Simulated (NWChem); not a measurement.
# C3H6F2Si; SMILES C1C(F)(F)[C@@H]1[SiH3]

Results from NWChem. Pople sets run with spherical d functions. The geometry was optimised at PBE0/def2-SVP. Static field.

```tsv
level	basis functions	isotropic polarisability (bohr³)	anisotropy (bohr³)
PBE/6-31G*	100	53.2	13.5
PBE/6-31+G*	124	61.9	14.0
PBE/def2-SVP	118	56.0	12.8
PBE/def2-SVPD	178	66.3	15.6
```
